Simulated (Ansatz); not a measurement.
A run for Ansatz (a first-principles code): U-CCSD(T)/6-31G on AlO, 2S+1 = 2, a point of a bond scan (R = 2.441 Å).

Ansatz 0.2 input:
```yaml
crystal:
  periodic: [false, false, false]
  atoms:
    - {symbol: Al, position_ang: [-0.00000000, -0.00000000, -0.61996312]}
    - {symbol: O, position_ang: [0.00000000, 0.00000000, 1.82114168]}
basis:
  gaussian:
    orbitals: 6-31G
magnetization: {spin_polarized: true, initial_magnetization: 1}
correlation: {method: ccsd_t, electrons: outside_noble_gas}
scf: {omitted_lower_state_checks: [cluster_reference]}
```

Output:

```
WARN ansatz: RAYON_NUM_THREADS=2 ignored (pool sized by the plan → 2); use --threads N
Functional definition: HF
these checks for a lower state are left out or cut short: cluster_reference
integrals: 0.00 GiB planned
213 factors; integrals over basis functions are off by at most 2.1e-4 eV
mean field: 0.05 GiB planned
mean field evaluation 1: about -8605.2063 eV, gradient 3.7e1 eV
mean field evaluation 2: about -8605.2428 eV, gradient 3.7e1 eV
mean field evaluation 4: about -8614.0605 eV, gradient 1.1e1 eV
mean field evaluation 8: about -8615.8689 eV, gradient 4.9e-1 eV
mean field evaluation 16: about -8615.8904 eV, gradient 2.3e-6 eV
mean field evaluation 32: about -8616.7871 eV, gradient 4.9e-2 eV
mean field evaluation 64: about -8616.4499 eV, gradient 3.5e0 eV
mean field evaluation 96: about -8615.6189 eV, gradient 1.7e-3 eV
mean field evaluation 128: about -8616.7871 eV, gradient 5.0e-3 eV
mean field evaluation 160: about -8615.0960 eV, gradient 1.5e-1 eV
mean field evaluation 192: about -8615.7207 eV, gradient 7.9e-1 eV
mean field evaluation 224: about -8616.7623 eV, gradient 7.7e-1 eV
mean field evaluation 256: about -8616.7847 eV, gradient 1.5e-1 eV
mean field evaluation 288: about -8616.1879 eV, gradient 6.0e-1 eV
mean field evaluation 320: about -8616.0742 eV, gradient 5.9e-1 eV
mean field evaluation 352: about -8613.8463 eV, gradient 1.0e1 eV
mean field evaluation 384: about -8614.6803 eV, gradient 1.8e0 eV
mean field evaluation 416: about -8615.4355 eV, gradient 1.6e0 eV
mean field evaluation 448: about -8615.8782 eV, gradient 9.8e-1 eV
mean field -8616.78714963 eV, -316.6610870807 hartree, gradient 7.8e-6 eV, S^2 0.873339; 23 other end points of the search recorded, 0 dependent functions left out
6 core orbitals not correlated
reference -8616.78714963 eV, -316.6610870807 hartree; 5, 4 occupied and 11, 12 virtual orbitals, 213 factors
second order -3.18970643 eV of doubles, -0.00000000 eV of singles
coupled cluster: 0.05 GiB planned
cycle   1  -3.41243914 eV  change   -2.2e-1 eV  update   1.1e-1
cycle   2  -3.62601919 eV  change   -2.1e-1 eV  update   4.9e-2
cycle   3  -3.77841134 eV  change   -1.5e-1 eV  update   4.0e-2
cycle   4  -3.79707427 eV  change   -1.9e-2 eV  update   1.8e-2
cycle   5  -3.80802512 eV  change   -1.1e-2 eV  update   1.1e-2
cycle   6  -3.81656700 eV  change   -8.5e-3 eV  update   4.2e-3
cycle   7  -3.81821875 eV  change   -1.7e-3 eV  update   2.3e-3
cycle   8  -3.81896223 eV  change   -7.4e-4 eV  update   1.4e-3
cycle   9  -3.82016377 eV  change   -1.2e-3 eV  update   7.3e-4
cycle  10  -3.82031146 eV  change   -1.5e-4 eV  update   3.5e-4
cycle  11  -3.82044413 eV  change   -1.3e-4 eV  update   2.0e-4
cycle  12  -3.82051841 eV  change   -7.4e-5 eV  update   1.0e-4
cycle  13  -3.82055034 eV  change   -3.2e-5 eV  update   5.9e-5
cycle  14  -3.82061704 eV  change   -6.7e-5 eV  update   2.9e-5
cycle  15  -3.82061653 eV  change    5.1e-7 eV  update   1.1e-5
coupled cluster: 0.05 GiB planned
perturbative correction -0.09433785 eV, -0.0034668522 hartree
Total energy: -8620.70210401 eV, -316.8049590005 hartree
Checks for a lower state left out: cluster_reference
```

Self-consistency was reached. Its determinant has ⟨S²⟩ = 0.87, a mixture of spin states.

Cost: around 2.5 core-seconds (rough).
